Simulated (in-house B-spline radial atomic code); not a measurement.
PBEsol excitations of neutral strontium

Method: PBEsol. Computed with a B-spline radial code for spherical atoms: linear response of the closed shell [Kr] 5s2 with the functional's adiabatic kernel; scalar-relativistic (spin-free one-electron X2C), finite nucleus, no spin-orbit coupling, no double excitations, S, P, D and F terms only; shells from n = 3 respond.

Command:
```bash
python run_td.py task.json out
```
Settings (radii: box in bohr, nucleus in fm):
```
Z                        38
electrons                38
configuration            [Kr] 5s2
hamiltonian              x2c
method                   pbesol
box_radius               75
rms_radius               4.224
intervals                77
```

Time taken, with all properties: 2.1 s on 1 thread of Arm Neoverse N1, on a shared host.

The lowest states, in the order of their Tamm-Dancoff energies; the method's threshold (minus the highest occupied level) is 3.535 eV. Labels give the largest channel, * marks a mixed state, and oscillator strengths are full-response dipole values. Measured ¹D terms are left out, since they can mix with doubly excited terms. Semilocal kernels can invert the small singlet-triplet splittings of Rydberg terms. Energies in eV:

```tsv
state	full response	Tamm-Dancoff	oscillator strength	measured (J-weighted term)
5s → 4d 3D	?	?	-	?
5s → 5p 3P	?	?	-	?
5s → 4d 1D	2.309	2.318	-	-
5s → 5p 1P	2.800	2.932	1.87	2.690
5s → 6s 3S	3.349	3.353	-	3.600
```

Question: Where does 5s → 4d 3D lie?

Answer: At 1.551 eV in full response, 1.675 eV in Tamm-Dancoff; measured 2.263 eV.

Question: Where does 5s → 5p 3P lie?

Answer: At 1.561 eV in full response, 1.685 eV in Tamm-Dancoff; measured 1.823 eV.

Question: How large is the singlet-triplet splitting of 5s → 4d (D terms) in Tamm-Dancoff?

Answer: 0.644 eV, from the unrounded values.

Question: What polarisabilities and dispersion coefficient does the method give?

Answer: Dipole 191.4 bohr³, quadrupole 4904 bohr⁵, C6 3051 hartree·bohr⁶ for two such species. Recommended dipole value: 197.2 ± 0.2 bohr³ (Schwerdtfeger and Nagle, table of static dipole polarizabilities (2023 update)), which includes relativity and correlation.
